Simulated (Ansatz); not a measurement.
Input for Ansatz (an electronic-structure program): R-CCSD(T)/def2-TZVPPD on H5IOSi (a complex), monomers drawn apart or pushed together. Elements past Kr take the def2 small-core potentials; no spin–orbit coupling. Files ending in .json are basis or fitting sets from the Basis Set Exchange. The run froze 15 orbitals, filled d shells among them.

Ansatz 0.2 input:
```yaml
crystal:
  periodic: [false, false, false]
  atoms:
    - {symbol: I, position_ang: [-0.42323705, -1.16969828, -0.63275226]}
    - {symbol: H, position_ang: [-0.57646191, -0.96017161, 0.97324933]}
    - {symbol: O, position_ang: [-0.54007710, -0.01208518, 4.46435964]}
    - {symbol: Si, position_ang: [0.31238465, 1.24525816, 5.14026639]}
    - {symbol: H, position_ang: [-1.13773177, -0.52430130, 5.01497932]}
    - {symbol: H, position_ang: [-0.60419310, 2.26283368, 5.70571317]}
    - {symbol: H, position_ang: [1.09995537, 1.81459291, 4.03213791]}
    - {symbol: H, position_ang: [1.20486923, 0.76010607, 6.21883858]}
basis:
  gaussian:
    orbitals: def2-TZVPPD.json
magnetization: {spin_polarized: false}
correlation: {method: ccsd_t, electrons: outside_noble_gas}
scf: {lower_state_search: off}
```

Output:

```
Functional definition: HF
[...]
these checks for a lower state are left out or cut short: stability, starts, cluster_reference, orbital_swaps, neighbouring_geometries, increment
integrals: 1.21 GiB planned
1492 factors; integrals over basis functions are off by at most 1.4e-3 eV
mean field: 0.74 GiB planned
mean field evaluation 1: about -18050.6828 eV, gradient 3.6e1 eV
mean field evaluation 2: about -18050.7730 eV, gradient 3.6e1 eV
mean field evaluation 4: about -18053.4740 eV, gradient 2.8e0 eV
mean field evaluation 8: about -18053.5170 eV, gradient 2.6e-1 eV
mean field -18053.51725348 eV, -663.4545219520 hartree, gradient 1.9e-6 eV, S^2 0.000000; 0 other end points of the search recorded, 0 dependent functions left out
15 core orbitals not correlated
reference -18053.51725348 eV, -663.4545219520 hartree; 11, 11 occupied and 206, 206 virtual orbitals, 1492 factors
second order -14.41354051 eV of doubles, -0.00000000 eV of singles
coupled cluster: 1.62 GiB planned
cycle   1  -15.11855925 eV  change   -7.1e-1 eV  update   8.5e-2
cycle   2  -15.53065199 eV  change   -4.1e-1 eV  update   2.6e-2
cycle   3  -15.60616075 eV  change   -7.6e-2 eV  update   1.2e-2
cycle   4  -15.59916038 eV  change    7.0e-3 eV  update   2.5e-3
cycle   5  -15.59917942 eV  change   -1.9e-5 eV  update   9.5e-4
cycle   6  -15.59919411 eV  change   -1.5e-5 eV  update   2.6e-4
cycle   7  -15.59905154 eV  change    1.4e-4 eV  update   9.9e-5
cycle   8  -15.59905410 eV  change   -2.6e-6 eV  update   3.1e-5
cycle   9  -15.59906657 eV  change   -1.2e-5 eV  update   1.2e-5
perturbative correction -0.50326714 eV, -0.0184947261 hartree
Total energy: -18069.61958719 eV, -664.0462718011 hartree
Checks for a lower state left out: stability, starts, cluster_reference, orbital_swaps, neighbouring_geometries, increment
```

The calculation finished and met its thresholds.

Cost: around 8 core-minutes (rough).
